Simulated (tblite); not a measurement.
Compound: C6H11ClOSi.
SMILES with atom numbers: `[CH2:1]=[CH:2][CH2:3][Si@@H:4]([OH:5])[C@H:6]([Cl:7])[CH:8]=[CH2:9]` (hydrogens: H10, H11 on C1; H12 on C2; H13, H14 on C3; H15 on Si4; H16 on O5; H17 on C6; H18 on C8; H19, H20 on C9)

Structure optimised with GFN2-xTB, isolated species.

(1) Give the optimised bond lengths and angles.

## Answers

(1) 
```json
{"bond": "C1=C2", "length (bohr)": "2.496"}
{"bond": "C2–C3", "length (bohr)": "2.815"}
{"bond": "C3–Si4", "length (bohr)": "3.609"}
{"bond": "Si4–O5", "length (bohr)": "3.067"}
{"bond": "Si4–C6", "length (bohr)": "3.645"}
{"bond": "C6–Cl7", "length (bohr)": "3.413"}
{"bond": "C6–C8", "length (bohr)": "2.794"}
{"bond": "C8=C9", "length (bohr)": "2.498"}
{"bond": "C1–H10", "length (bohr)": "2.037"}
{"bond": "C1–H11", "length (bohr)": "2.034"}
{"bond": "C2–H12", "length (bohr)": "2.045"}
{"bond": "C3–H13", "length (bohr)": "2.063"}
{"bond": "C3–H14", "length (bohr)": "2.061"}
{"bond": "Si4–H15", "length (bohr)": "2.754"}
{"bond": "O5–H16", "length (bohr)": "1.806"}
{"bond": "C6–H17", "length (bohr)": "2.058"}
{"bond": "C8–H18", "length (bohr)": "2.044"}
{"bond": "C9–H19", "length (bohr)": "2.033"}
{"bond": "C9–H20", "length (bohr)": "2.036"}
```

A selection of angles:
```json
{"angle": "C1–C2–C3", "degrees": "124.5"}
{"angle": "C2–C3–Si4", "degrees": "112.5"}
{"angle": "C3–Si4–O5", "degrees": "112.5"}
{"angle": "C3–Si4–C6", "degrees": "106.9"}
{"angle": "O5–Si4–C6", "degrees": "109.7"}
{"angle": "Si4–C6–Cl7", "degrees": "106.1"}
{"angle": "Si4–C6–C8", "degrees": "112.7"}
{"angle": "Cl7–C6–C8", "degrees": "109.2"}
{"angle": "C6–C8–C9", "degrees": "124.0"}
{"angle": "H16–O5–Si4", "degrees": "121.3"}
```

Torsions: C1–C2–C3–Si4 107° (anticlinal); C2–C3–Si4–O5 177° (antiperiplanar); C3–Si4–C6–Cl7 -66° (synclinal); Si4–C6–C8–C9 -112° (anticlinal); H16–O5–Si4–C3 73° (synclinal).

Of the pairs four or more bonds apart, H10···H13 is among the closest relative to their van der Waals radii: 2.43 Å, 101 % of the sum of Bondi's values. The C–C distances run from 1.321 Å (C1=C2, drawn double) to 1.490 Å (C2–C3, drawn single), a spread of 0.169 Å. Si4 (oxygen-bound silicon) is distorted tetrahedral (angles from 102.8° to 114.9°).

Point group: C1 (no symmetry element, even within 0.4 Å). Its GFN2-xTB frequencies are all real (lowest 23 cm⁻¹). One conformer, not necessarily the lowest (C1–C2–C3–Si4 107°, C2–C3–Si4–O5 177°, C3–Si4–O5–H 73°, C3–Si4–C6–Cl7 -66°, Si4–C6–C8–C9 -112°). 3 starts were optimised and ended at 0.00, 0.42 and 0.49 kcal/mol (GFN2-xTB); the lowest of these is shown.

On one thread, Arm Neoverse V1 (aarch64), shared host, this took 0.85 s wall. That covers the optimisation of the geometry.

The numbers are calculated, not measured.
